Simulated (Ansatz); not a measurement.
Steps of a relaxation of C$_{2}$H$_{5}$BBr, SMILES `CC[B]Br` radical with UKS PBE0-D4/def2-TZVP.

```sh
$ ansatz run in.yaml --threads 4 --pin off --events-out ev --progress --plain --max-ram 10444MiB
```

```yaml
crystal:
  periodic: [false, false, false]
  atoms:
    - {symbol: C, position_ang: [-0.335847, 1.070904, 0.385166]}
    - {symbol: C, position_ang: [0.358483, -0.192880, -0.140578]}
    - {symbol: B, position_ang: [-0.512723, -1.476378, -0.286670]}
    - {symbol: Br, position_ang: [0.097320, -3.167058, -0.910328]}
    - {symbol: H, position_ang: [-1.174020, 1.372920, -0.274464]}
    - {symbol: H, position_ang: [-0.760712, 0.905312, 1.395600]}
    - {symbol: H, position_ang: [0.366422, 1.927066, 0.451168]}
    - {symbol: H, position_ang: [0.822458, -0.011998, -1.140944]}
    - {symbol: H, position_ang: [1.227018, -0.474088, 0.503950]}
basis:
  gaussian: {orbitals: def2-TZVP}
magnetization: {spin_polarized: true, initial_magnetization: 1}
hamiltonian: {xc: pbe0, dispersion: d4}
relax: {f_tol: 0.005, max_steps: 150}
```

Positions (Å) and forces (eV/Å) along the path, 5 of 5 steps:

```xyz
9
step=1 energy=-72866.5925 eV
C    -0.336    1.071    0.385   -0.163    0.221    0.103
C     0.358   -0.193   -0.141    0.368   -0.072   -0.109
B    -0.513   -1.476   -0.287    0.193    0.097   -0.020
Br    0.097   -3.167   -0.910   -0.055    0.215    0.074
H    -1.174    1.373   -0.274    0.416   -0.165    0.303
H    -0.761    0.905    1.396    0.220    0.057   -0.491
H     0.366    1.927    0.451   -0.321   -0.450   -0.046
H     0.822   -0.012   -1.141   -0.240   -0.054    0.454
H     1.227   -0.474    0.504   -0.418    0.150   -0.267
9
step=2 energy=-72866.6192 eV
C    -0.334    1.063    0.383   -0.041    0.093    0.037
C     0.360   -0.191   -0.140    0.097   -0.028   -0.031
B    -0.516   -1.462   -0.282    0.112    0.005   -0.026
Br    0.098   -3.144   -0.904   -0.037    0.054    0.024
H    -1.162    1.360   -0.272    0.119   -0.044    0.091
H    -0.753    0.896    1.382    0.061    0.021   -0.142
H     0.363    1.908    0.447   -0.097   -0.116   -0.008
H     0.815   -0.009   -1.131   -0.078   -0.025    0.145
H     1.217   -0.467    0.501   -0.136    0.041   -0.089
9
step=3 energy=-72866.6216 eV
C    -0.333    1.063    0.382   -0.009   -0.008    0.000
C     0.359   -0.190   -0.140   -0.006   -0.018   -0.003
B    -0.509   -1.462   -0.283    0.001    0.003    0.001
Br    0.095   -3.145   -0.903   -0.003    0.020    0.006
H    -1.157    1.358   -0.270   -0.011    0.003   -0.008
H    -0.750    0.896    1.377   -0.006   -0.003    0.013
H     0.361    1.904    0.447    0.011    0.003   -0.002
H     0.811   -0.007   -1.126    0.008    0.003   -0.016
H     1.212   -0.463    0.500    0.014   -0.004    0.010
9
step=4 energy=-72866.6217 eV
C    -0.334    1.062    0.382    0.000    0.004    0.001
C     0.360   -0.190   -0.140   -0.003   -0.005   -0.001
B    -0.509   -1.461   -0.283    0.004   -0.002   -0.001
Br    0.094   -3.142   -0.902   -0.003    0.000    0.001
H    -1.158    1.357   -0.271   -0.001   -0.001   -0.001
H    -0.751    0.895    1.377   -0.001   -0.001    0.001
H     0.360    1.903    0.447    0.001    0.002    0.001
H     0.812   -0.007   -1.127    0.001    0.001   -0.001
H     1.213   -0.463    0.500    0.001    0.001    0.001
9
step=5 energy=-72866.6217 eV
C    -0.334    1.062    0.382   -0.001    0.002    0.001
C     0.361   -0.190   -0.140    0.001   -0.003   -0.001
B    -0.509   -1.461   -0.283    0.001    0.000    0.000
Br    0.093   -3.142   -0.902   -0.001    0.000    0.000
H    -1.158    1.357   -0.271    0.000    0.000    0.000
H    -0.751    0.895    1.377    0.000    0.000    0.000
H     0.360    1.903    0.447    0.000    0.000    0.000
H     0.812   -0.007   -1.127    0.000    0.001    0.000
H     1.213   -0.463    0.500    0.000    0.001    0.000
```

Hardware: 4 threads of an AMD EPYC 7R13 on a shared host. Wall time 18 s, peak host memory 0.54 GiB.
